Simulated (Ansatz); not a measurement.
A run on CH₆Al₂O₂Si, SMILES `C[SiH](O)[Al]1[O][AlH]1` with other settings.

```yaml
crystal:
  periodic: [false, false, false]
  atoms:
    - {symbol: C, position_ang: [-0.014310, -1.473202, 1.418548]}
    - {symbol: Si, position_ang: [0.522619, -0.961824, -0.301057]}
    - {symbol: O, position_ang: [2.175610, -0.951485, -0.461595]}
    - {symbol: Al, position_ang: [-0.203211, 1.329639, -0.890547]}
    - {symbol: O, position_ang: [-1.679197, 2.128927, -0.435749]}
    - {symbol: Al, position_ang: [-1.087979, 3.475715, -1.355371]}
    - {symbol: H, position_ang: [0.306972, -2.494494, 1.643393]}
    - {symbol: H, position_ang: [0.398073, -0.808479, 2.180632]}
    - {symbol: H, position_ang: [-1.105025, -1.440244, 1.493727]}
    - {symbol: H, position_ang: [-0.071060, -1.946484, -1.263215]}
    - {symbol: H, position_ang: [2.630134, -1.793860, -0.408108]}
    - {symbol: H, position_ang: [-1.795528, 4.880691, -1.586860]}
basis:
  gaussian: {orbitals: x2c-TZVPPall}
total_charge: 1
magnetization: {spin_polarized: true, initial_magnetization: 1}
hamiltonian: {xc: {name: B2GP-PLYP}}
accuracy: high
output: {forces: true}
```

```sh
$ ansatz run in.yaml --threads 4 --pin off --events-out ev --progress --plain --max-ram 10444MiB
```

Output, abridged:

```
Functional definition: B2GP-PLYP
5198 factors; integrals over basis functions are off by at most 5.2e-8 eV
mean field evaluation 1: about -26295.1248 eV, gradient 7.2e1 eV
mean field evaluation 2: about -26295.3086 eV, gradient 7.1e1 eV
mean field evaluation 4: about -26312.7214 eV, gradient 2.2e1 eV
mean field evaluation 8: about -26314.6470 eV, gradient 1.4e0 eV
mean field evaluation 16: about -26314.6689 eV, gradient 1.2e-2 eV
mean field evaluation 32: about -26314.6689 eV, gradient 4.4e-6 eV
mean field -26314.66891918 eV, -967.0462460566 hartree, gradient 6.8e-8 eV, S^2 0.765002; 1 other end points of the search recorded, 0 dependent functions left out
18 core orbitals not correlated: weight in the atoms' cores, before any rotation towards them, 1.000 or more for the frozen orbitals, at most 0.000 for the correlated occupied ones
reference -26314.66894481 eV, -967.0462469987 hartree; 16, 15 occupied and 269, 270 virtual orbitals, 5198 factors
second order -28.04751154 eV of doubles, -0.00000000 eV of singles
Total energy: -26324.76604897 eV, -967.4173087323 hartree
Relativity: scalar
Atom 0 at    -0.014310    -1.473202     1.418548 Å, force    -0.306808     0.657514     0.070376 eV/Å
Atom 1 at     0.522619    -0.961824    -0.301057 Å, force     1.124378    -1.688762     0.149613 eV/Å
Atom 2 at     2.175610    -0.951485    -0.461595 Å, force    -0.710124     0.344566    -0.031146 eV/Å
Atom 3 at    -0.203211     1.329639    -0.890547 Å, force    -0.249847    -1.769374     0.935142 eV/Å
Atom 4 at    -1.679197     2.128927    -0.435749 Å, force     1.485357     0.398951    -0.990160 eV/Å
Atom 5 at    -1.087979     3.475715    -1.355371 Å, force    -1.985462     1.834505     0.276654 eV/Å
Atom 6 at     0.306972    -2.494494     1.643393 Å, force     0.042113     0.163669    -0.265086 eV/Å
Atom 7 at     0.398073    -0.808479     2.180632 Å, force    -0.062691    -0.139467    -0.065465 eV/Å
Atom 8 at    -1.105025    -1.440244     1.493727 Å, force     0.138468    -0.047818     0.047870 eV/Å
Atom 9 at    -0.071060    -1.946484    -1.263215 Å, force    -0.054270     0.595683     0.022422 eV/Å
Atom 10 at     2.630134    -1.793860    -0.408108 Å, force     0.049236     0.031589    -0.027385 eV/Å
Atom 11 at    -1.795528     4.880691    -1.586860 Å, force     0.529650    -0.381055    -0.122835 eV/Å
Dipole moment:     0.010756     0.791095    -0.499453 e Å
```

It took 3.8 min on 4 threads of an Arm Neoverse V1 on a shared host, with 3.4 GiB of host memory at the peak.
